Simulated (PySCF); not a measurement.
## Fluorine: a sound run and one with changed settings

Sound run: F+ [He] 2s2 2p4, F(2+) [He] 2s2 2p3. Computed with PySCF 2.14 in x2c-SVPall, with scalar relativity by spin-free X2C-1e. In the sound run the correlated levels freeze 1s2. The sound run starts from symmetry-adapted Hartree-Fock orbitals and uses a fine grid where one is needed.

A second run was set up differently.

```json
{"species": "F+", "method": "MP2", "sound run (hartree)": "-98.88582", "changed run (hartree)": "-98.83654", "converged": "yes"}
{"species": "F+", "method": "CCSD(T)", "sound run (hartree)": "-98.90097", "changed run (hartree)": "-98.84302", "converged": "yes"}
{"species": "F(2+)", "method": "MP2", "sound run (hartree)": "-97.62357", "changed run (hartree)": "-97.57345", "converged": "yes"}
{"species": "F(2+)", "method": "CCSD(T)", "sound run (hartree)": "-97.63806", "changed run (hartree)": "-97.57592", "converged": "yes"}
```

Ionisation energy of F+:

```json
{"method": "UHF", "sound run (eV)": "33.515", "changed run (eV)": "33.515"}
{"method": "MP2", "sound run (eV)": "34.347", "changed run (eV)": "34.370"}
{"method": "SCS-MP2", "sound run (eV)": "34.342", "changed run (eV)": "34.471"}
{"method": "CCSD", "sound run (eV)": "34.354", "changed run (eV)": "34.474"}
{"method": "CCSD(T)", "sound run (eV)": "34.366", "changed run (eV)": "34.479"}
```

(1) What was changed?
A. all electrons correlated in a valence basis
B. a valence shell is frozen
C. basis contracted for another Hamiltonian
D. minimal basis

Answers

(1) B. Freezing a valence shell removes pair correlation that changes on ionisation.
